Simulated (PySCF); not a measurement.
A PySCF script (with the pyscf-properties extension) for the NMR shieldings of SMILES CC[C@@H]1CP1CC(C)C, C8H17P, on a GFN2-xTB geometry:

```python
import basis_set_exchange as bse
import numpy as np
from pyscf import gto, dft
from pyscf.prop import nmr

atoms = """
C     3.772830    0.781769   -0.111346
C     2.560413    0.488757   -0.991823
C     1.438148   -0.120470   -0.184941
C     1.508171   -1.585338    0.154532
P     0.164367   -1.162791   -1.037337
C    -1.254848   -0.995235    0.172208
C    -2.393477   -0.137813   -0.382929
C    -3.574351   -0.143090    0.586118
C    -1.919406    1.287978   -0.644209
H     3.511900    1.488866    0.673719
H     4.580364    1.207000   -0.702678
H     4.131217   -0.132312    0.356999
H     2.844614   -0.200302   -1.790557
H     2.216813    1.415428   -1.458421
H     1.069281    0.534308    0.599905
H     1.226714   -1.902185    1.150420
H     2.343795   -2.139735   -0.253079
H    -1.625908   -2.007736    0.362568
H    -0.896734   -0.581251    1.118584
H    -2.717515   -0.573164   -1.335521
H    -4.395081    0.449992    0.189068
H    -3.279220    0.278732    1.545413
H    -3.933415   -1.156444    0.752970
H    -1.086482    1.283147   -1.346061
H    -2.722648    1.886962   -1.067301
H    -1.590587    1.757540    0.281151
"""
names = dict.fromkeys(["C", "P", "H"], "pcSseg-1")
basis = {el: gto.basis.parse(bse.get_basis(n, elements=[el], fmt="nwchem")) for el, n in names.items()}
mol = gto.M(atom=atoms, basis=basis, charge=0, verbose=0)
mf = dft.RKS(mol, xc="PBE0")
mf.grids.level = 2
mf.grids.alignment = dft.numint.BLKSIZE   # the property module wants whole blocks of grid points
mf.conv_tol = 1e-9
mf.kernel()

calc = nmr.RKS(mf)   # GIAO
C = mf.mo_coeff
Co = C[:, mf.mo_occ > 0]
resp = mf.gen_response(singlet=True, hermi=2)
def vind(x):   # induced exchange potential for any number of trial vectors
    d = np.einsum("pi,xij,qj->xpq", C, 2 * x.reshape(-1, C.shape[1], Co.shape[1]), Co, optimize=True)
    return np.einsum("xpq,pi,qj->xij", resp(d - d.transpose(0, 2, 1)), C, Co, optimize=True).ravel()
mo1, _ = nmr.rhf.solve_mo1(calc, with_cphf=vind)
sigma = calc.kernel(mo1)
for i, s in enumerate(sigma):   # ppm
    print("%2d %-2s %9.2f" % (i, mol.atom_pure_symbol(i), np.trace(s) / 3))
```

Question: What does it print?

Answer: 
```
 0 C     169.94
 1 C     155.26
 2 C     155.11
 3 C     170.58
 4 P     564.32
 5 C     139.89
 6 C     154.87
 7 C     159.36
 8 C     162.48
 9 H      30.70
10 H      30.56
11 H      30.60
12 H      31.26
13 H      29.46
14 H      30.83
15 H      30.80
16 H      31.23
17 H      30.03
18 H      31.94
19 H      30.11
20 H      30.52
21 H      31.13
22 H      30.64
23 H      29.82
24 H      30.66
25 H      31.38
```

These numbers come from an equivalent density-fitted implementation of the same equations, which agrees with the script to about 0.01 ppm for H and up to a few tenths of a ppm for heavy atoms, so last digits may differ.

Size and cost of the density-fitted run: 245 basis functions, 51 s wall time on 1 thread of an Arm Neoverse V2, shared host; peak memory 1.1 GiB.
